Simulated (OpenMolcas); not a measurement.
**Co2+: ligand-field states by method**

Co2+ with 3 ligands (chloride) in trigonal planar coordination (D3h) at 2.31 Å. A charge of +0.333 e stands 2.6 Å behind each ligand. Ligand basis ANO-RCC-VDZP.
```
Co    0.0000    0.0000    0.0000
Cl    2.3100    0.0000    0.0000
Cl   -1.1550    2.0005    0.0000
Cl   -1.1550   -2.0005    0.0000
```

```
Program             : OpenMolcas 26.06
Basis               : ANO-RCC-VDZP [5s4p2d1f]
Scalar Hamiltonian  : DKH2, point nucleus
Active space        : 7 electrons in 5 orbitals (3d)
State averaging     : 2S+1 = 4 even, 10 roots; 2S+1 = 2 even, 40 roots
Spin-orbit coupling : state interaction with AMFI integrals over the reference wave functions
```

I. CASSCF
II. SS-CASPT2, IPEA 0.25 Eh, imaginary shift 0.1 Eh (closed shells correlated: 3s 3p and the ligand valence shells)

Spin-free states (labels of D3, the rotations of D3h) in cm-1, each column counted from its own energy of the first state listed:

| State | Degeneracy | I | II |
| --- | --- | --- | --- |
| 4A2 | 1 | 0 | 0 |
| 4E | 2 | 656 | 180 |
| 4E | 2 | 2159 | 2970 |
| 4A1 | 1 | 2788 | 2590 |
| 4A2 | 1 | 2822 | 2610 |
| 4E | 2 | 18174 | 14770 |
| 2E | 2 | 18221 | 14420 |
| 2A2 | 1 | 18792 | 14980 |
| 2A1 | 1 | 18895 | 15060 |
| 2E | 2 | 19553 | 15870 |
| 2E | 2 | 20053 | 16210 |
| 2A1 | 1 | 20094 | 16190 |
| 2E | 2 | 21890 | 17910 |
| 4A2 | 1 | 23314 | 21650 |
| 2A2 | 1 | 24118 | 17560 |
| 2E | 2 | 24124 | 17420 |
| 2E | 2 | 24514 | 20880 |
| 2A1 | 1 | 25761 | 22570 |
| 2A2 | 1 | 25854 | 22690 |
| 2A1 | 1 | 26366 | 20580 |

From I to II, I's first state of the same spin (4E) moves from 656 to 180 cm-1, by about -470 cm-1.

From I to II, I's first state of another spin (2E) moves from 18221 to 14420 cm-1, by about -3800 cm-1.

χT at 300 K: I 4.55, II 4.76 cm3 K/mol.

Roots that are degenerate in the reference are averaged as groups; the widest CASPT2 spread within a group is 160 cm-1 (the 2-fold group of multiplicity 4 near 2970 cm-1 above the lowest state of its run, II). Shifts and gaps below about the spread of the groups concerned are not significant. Ligand-to-metal charge-transfer states are missing. Without dynamic correlation the repulsion within the d shell is too large (B by tens of per cent), so at a given field states of lower spin stand too high (holds for I). With no ligand orbital active B as a rule stays too high, so bands that hang on it stand too high and its fall with covalency is understated (holds for I). With metal d orbitals alone and no dynamic correlation the field as a rule comes out too small, by tens of per cent, by up to half for chloride and softer ligands, and the orbital part of g and χT, which goes as 1/10Dq, too large (holds for I). Spin-orbit coupling mixes the spin-free states strongly: the lowest level takes only 58 % from its leading state, 4A2 (holds for II). A single d shell leaves out the double-shell effect, which counts most for late 3d ions, where the CASPT2 field can be off either way by tens of per cent (holds for II). For late 3d ions with one d shell CASPT2 can put B and the spin-flip bands somewhat low as well as high (holds for II). Free-ion shares, where given, are those of the reference states; single-state CASPT2 does not remix them (holds for II). No measured value stands beside these numbers; the geometry is a model, was not optimised and need not be the one that this ion takes.
